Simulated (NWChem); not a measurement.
Everything below was run with NWChem. System: morpholine (C$_{4}$H$_{9}$NO), charge 0, spin multiplicity 1, at a geometry optimised with PBE0/def2-SVP. Level: RHF/def2-SVP.

The NWChem input:

```
start mol
memory heap 200 mb stack 900 mb global 1100 mb
geometry units angstroms nocenter noautoz
  C     -0.717199     0.183577     1.196504
  C      0.756926    -0.182768     1.162312
  O      1.374943     0.308187     0.000000
  C      0.756926    -0.182768    -1.162312
  C     -0.717199     0.183577    -1.196504
  N     -1.349892    -0.331659     0.000000
  H     -0.797595     1.290392     1.290710
  H     -1.187126    -0.261992     2.088271
  H      0.854057    -1.286951     1.211301
  H      1.290828     0.252277     2.020433
  H      0.854057    -1.286951    -1.211301
  H      1.290828     0.252277    -2.020433
  H     -1.187126    -0.261992    -2.088271
  H     -0.797595     1.290392    -1.290710
  H     -2.347349    -0.141050     0.000000
  symmetry group Cs
end
basis spherical
  * library def2-svp
end
scf
  rhf
  nopen 0
  maxiter 100
  thresh 1e-7
  semidirect memsize 60000000 filesize 0
end
task scf energy
```

NWChem printed:

```
             Northwest Computational Chemistry Package (NWChem) 7.3.0
             --------------------------------------------------------

                                NWChem Input Module
                                -------------------

 Scaling coordinates for geometry "geometry" by  1.889725989
 (inverse scale =  0.529177249)

 Turning off AUTOSYM since
 SYMMETRY directive was detected!

                             Geometry "geometry" -> ""
                             -------------------------

 Output coordinates in angstroms (scale by  1.889725989 to convert to a.u.)

  No.       Tag          Charge          X              Y              Z
 ---- ---------------- ---------- -------------- -------------- --------------
    1 C                    6.0000    -0.71719900     0.18357700     1.19650400
    2 C                    6.0000     0.75692600    -0.18276800     1.16231200
    3 O                    8.0000     1.37494300     0.30818700     0.00000000
    4 C                    6.0000     0.75692600    -0.18276800    -1.16231200
    5 C                    6.0000    -0.71719900     0.18357700    -1.19650400
    6 N                    7.0000    -1.34989200    -0.33165900     0.00000000
    7 H                    1.0000    -0.79759500     1.29039200     1.29071000
    8 H                    1.0000    -1.18712600    -0.26199200     2.08827100
    9 H                    1.0000     0.85405700    -1.28695100     1.21130100
   10 H                    1.0000     1.29082800     0.25227700     2.02043300
   11 H                    1.0000     0.85405700    -1.28695100    -1.21130100
   12 H                    1.0000     1.29082800     0.25227700    -2.02043300
   13 H                    1.0000    -1.18712600    -0.26199200    -2.08827100
   14 H                    1.0000    -0.79759500     1.29039200    -1.29071000
   15 H                    1.0000    -2.34734900    -0.14105000     0.00000000

 Effective nuclear repulsion energy (a.u.)     264.5008128759

            Nuclear Dipole moment (a.u.)
            ----------------------------
        X                 Y               Z
 ---------------- ---------------- ----------------
     0.0000056692    -0.0000132281    -0.0000000000

      Symmetry information
      --------------------

 Group name             Cs
 Group number              2
 Group order               2
 No. of unique centers     9

      Symmetry unique atoms

     1    2    3    6    7    8    9   10   15


 Summary of "ao basis" -> "" (spherical)
 ------------------------------------------------------------------------------
       Tag                 Description            Shells   Functions and Types
 ---------------- ------------------------------  ------  ---------------------
 *                          def2-svp                  on all atoms

 Summary of "ao basis" -> "ao basis" (spherical)
 ------------------------------------------------------------------------------
       Tag                 Description            Shells   Functions and Types
 ---------------- ------------------------------  ------  ---------------------
 C                          def2-svp                 6       14   3s2p1d
 O                          def2-svp                 6       14   3s2p1d
 N                          def2-svp                 6       14   3s2p1d
 H                          def2-svp                 3        5   2s1p

                                 NWChem SCF Module
                                 -----------------

  ao basis        = "ao basis"
  functions       =   129
  atoms           =    15
  closed shells   =    24
  open shells     =     0
  charge          =   0.00
  wavefunction    = RHF
  use symmetry    = T
  symmetry adapt  = T

 Summary of "ao basis" -> "ao basis" (spherical)
 ------------------------------------------------------------------------------
       Tag                 Description            Shells   Functions and Types
 ---------------- ------------------------------  ------  ---------------------
 C                          def2-svp                 6       14   3s2p1d
 O                          def2-svp                 6       14   3s2p1d
 N                          def2-svp                 6       14   3s2p1d
 H                          def2-svp                 3        5   2s1p

      Symmetry analysis of basis
      --------------------------

        a'         72
        a"         57

 Forming initial guess at       0.1s

      Superposition of Atomic Density Guess
      -------------------------------------

 Sum of atomic energies:        -283.92808865

      Non-variational initial energy
      ------------------------------

 Total energy =    -288.069488
 1-e energy   =    -908.071806
 2-e energy   =     355.501505
 HOMO         =      -0.275429
 LUMO         =       0.096477

      Symmetry analysis of molecular orbitals - initial
      -------------------------------------------------

  Numbering of irreducible representations:

     1 a'          2 a"

  Orbital symmetries:

     1 a'          2 a'          3 a'          4 a"          5 a'
     6 a"          7 a'          8 a'          9 a"         10 a'
    11 a"         12 a'         13 a'         14 a"         15 a'
    16 a"         17 a'         18 a'         19 a"         20 a"
    21 a"         22 a'         23 a'         24 a'         25 a'
    26 a'         27 a'         28 a"         29 a'         30 a"
    31 a'         32 a"         33 a'         34 a"

 Starting SCF solution at       1.9s

 ----------------------------------------------
         Quadratically convergent ROHF

 Convergence threshold     :          1.000E-07
 Maximum no. of iterations :          100
 Final Fock-matrix accuracy:          1.000E-09
 ----------------------------------------------

              iter       energy          gnorm     gmax       time
             ----- ------------------- --------- --------- --------
                 1     -285.7078737600  1.03D+00  1.92D-01      2.1
                 2     -285.7774719624  3.93D-01  7.34D-02      2.2
                 3     -285.7870019857  1.79D-02  2.85D-03      2.7
                 4     -285.7870324319  1.67D-04  3.94D-05      3.6
                 5     -285.7870324358  1.31D-08  3.35D-09      5.0

       Final RHF  results
       ------------------

         Total SCF energy =   -285.787032435801
      One-electron energy =   -912.867614049375
      Two-electron energy =    362.579768737662
 Nuclear repulsion energy =    264.500812875912

        Time for solution =      3.1s

       Symmetry analysis of molecular orbitals - final
       -----------------------------------------------

  Numbering of irreducible representations:

     1 a'          2 a"

  Orbital symmetries:

     1 a'          2 a'          3 a"          4 a'          5 a"
     6 a'          7 a'          8 a'          9 a"         10 a'
    11 a"         12 a'         13 a'         14 a"         15 a'
    16 a"         17 a'         18 a'         19 a"         20 a"
    21 a"         22 a'         23 a'         24 a'         25 a'
    26 a'         27 a"         28 a'         29 a'         30 a"
    31 a'         32 a"         33 a"         34 a'

             Final eigenvalues
             -----------------

              1
    1  -20.5424
    2  -15.5425
    3  -11.2734
    4  -11.2734
    5  -11.2528
    6  -11.2528
    7   -1.3674
    8   -1.1993
    9   -1.0260
   10   -0.9169
   11   -0.8666
   12   -0.7681
   13   -0.7083
   14   -0.6413
   15   -0.6373
   16   -0.6123
   17   -0.6033
   18   -0.5915
   19   -0.5458
   20   -0.4971
   21   -0.4947
   22   -0.4554
   23   -0.4161
   24   -0.3693
   25    0.1750
   26    0.2071
   27    0.2093
   28    0.2302
   29    0.2559
   30    0.2589
   31    0.2662
   32    0.2730
   33    0.2999
   34    0.3242

                       ROHF Final Molecular Orbital Analysis
                       -------------------------------------

 Vector   22  Occ=2.000000D+00  E=-4.553921D-01  Symmetry=a'
              MO Center=  8.0D-01, -1.8D-02,  2.3D-15, r^2= 3.0D+00
   Bfn.  Coefficient  Atom+Function         Bfn.  Coefficient  Atom+Function
  ----- ------------  ---------------      ----- ------------  ---------------
    33      0.342574   3 O  py               36      0.280417   3 O  py
    32      0.215116   3 O  px               35      0.183796   3 O  px
    19     -0.169365   2 C  py               47     -0.169365   4 C  py
    95      0.168617   9 H  s               100     -0.168721  10 H  s
   105      0.168617  11 H  s               110     -0.168721  12 H  s

 Vector   23  Occ=2.000000D+00  E=-4.160980D-01  Symmetry=a'
              MO Center=  4.2D-01, -1.6D-02,  2.0D-15, r^2= 2.9D+00
   Bfn.  Coefficient  Atom+Function         Bfn.  Coefficient  Atom+Function
  ----- ------------  ---------------      ----- ------------  ---------------
    32      0.330600   3 O  px               33     -0.325163   3 O  py
    35      0.287263   3 O  px               36     -0.267879   3 O  py
     4      0.209695   1 C  px               60      0.209695   5 C  px
    75      0.203063   6 N  py               78     -0.157657   6 N  py

 Vector   24  Occ=2.000000D+00  E=-3.692526D-01  Symmetry=a'
              MO Center= -9.1D-01, -1.3D-01, -7.3D-16, r^2= 2.4D+00
   Bfn.  Coefficient  Atom+Function         Bfn.  Coefficient  Atom+Function
  ----- ------------  ---------------      ----- ------------  ---------------
    75      0.464826   6 N  py               78     -0.430905   6 N  py
    85      0.185675   7 H  s               120      0.185675  14 H  s
    73      0.181605   6 N  s

 Vector   25  Occ=0.000000D+00  E= 1.750054D-01  Symmetry=a'
              MO Center= -1.3D+00,  2.5D-01, -5.5D-16, r^2= 7.9D+00
   Bfn.  Coefficient  Atom+Function         Bfn.  Coefficient  Atom+Function
  ----- ------------  ---------------      ----- ------------  ---------------
     3      1.292832   1 C  s                59      1.292832   5 C  s
   126     -0.914702  15 H  s                91     -0.834644   8 H  s
   116     -0.834644  13 H  s                86     -0.676506   7 H  s
   121     -0.676506  14 H  s               101     -0.540703  10 H  s
   111     -0.540703  12 H  s                17      0.452814   2 C  s

 Vector   26  Occ=0.000000D+00  E= 2.070847D-01  Symmetry=a'
              MO Center=  2.2D-01, -7.0D-01, -1.0D-15, r^2= 7.5D+00
   Bfn.  Coefficient  Atom+Function         Bfn.  Coefficient  Atom+Function
  ----- ------------  ---------------      ----- ------------  ---------------
    17      1.628943   2 C  s                45      1.628943   4 C  s
    96     -1.183650   9 H  s               106     -1.183650  11 H  s
    86      0.680496   7 H  s               121      0.680496  14 H  s
     3     -0.626125   1 C  s                59     -0.626125   5 C  s
   101     -0.500160  10 H  s               111     -0.500160  12 H  s

 Vector   27  Occ=0.000000D+00  E= 2.092514D-01  Symmetry=a"
              MO Center= -1.1D-01,  2.9D-02,  2.5D-15, r^2= 1.0D+01
   Bfn.  Coefficient  Atom+Function         Bfn.  Coefficient  Atom+Function
  ----- ------------  ---------------      ----- ------------  ---------------
     3      1.433839   1 C  s                59     -1.433839   5 C  s
    91     -1.086311   8 H  s               116      1.086311  13 H  s
    17      1.017839   2 C  s                45     -1.017839   4 C  s
   101     -0.941681  10 H  s               111      0.941681  12 H  s
    86     -0.656876   7 H  s               121      0.656876  14 H  s

 center of mass
 --------------
 x =   0.04340834 y =   0.00325114 z =  -0.00000000

 moments of inertia (a.u.)
 ------------------
         363.416097644300         -13.892785576881           0.000000000000
         -13.892785576881         665.733873434145           0.000000000000
           0.000000000000           0.000000000000         385.531570598800

  Mulliken analysis of the total density
  --------------------------------------

    Atom       Charge   Shell Charges
 -----------   ------   -------------------------------------------------------
    1 C    6     5.89   1.99  0.88  0.15  2.02  0.78  0.06
    2 C    6     5.74   1.99  0.88  0.14  1.98  0.67  0.07
    3 O    8     8.59   1.99  1.05  0.77  2.86  1.90  0.02
    4 C    6     5.74   1.99  0.88  0.14  1.98  0.67  0.07
    5 C    6     5.89   1.99  0.88  0.15  2.02  0.78  0.06
    6 N    7     7.49   1.99  0.95  0.57  2.40  1.55  0.03
    7 H    1     0.99   0.77  0.20  0.02
    8 H    1     0.97   0.76  0.18  0.02
    9 H    1     0.98   0.77  0.19  0.02
   10 H    1     0.97   0.77  0.17  0.02
   11 H    1     0.98   0.77  0.19  0.02
   12 H    1     0.97   0.77  0.17  0.02
   13 H    1     0.97   0.76  0.18  0.02
   14 H    1     0.99   0.77  0.20  0.02
   15 H    1     0.87   0.73  0.09  0.04

       Multipole analysis of the density wrt the origin
       ------------------------------------------------

     L   x y z        total         open         nuclear
     -   - - -        -----         ----         -------
     0   0 0 0     -0.000000      0.000000     48.000000

     1   1 0 0     -0.665823      0.000000      0.000006
     1   0 1 0      0.032496      0.000000     -0.000013
     1   0 0 1      0.000000      0.000000     -0.000000

     2   2 0 0    -28.792160      0.000000    197.548211
     2   1 1 0     -1.906885      0.000000      2.255298
     2   1 0 1      0.000000      0.000000      0.000000
     2   0 2 0    -29.464104      0.000000     33.076070
     2   0 1 1     -0.000000      0.000000      0.000000
     2   0 0 2    -24.824403      0.000000    201.920502

 Task  times  cpu:        5.0s     wall:        5.0s

 Total times  cpu:        5.0s     wall:        5.0s
```
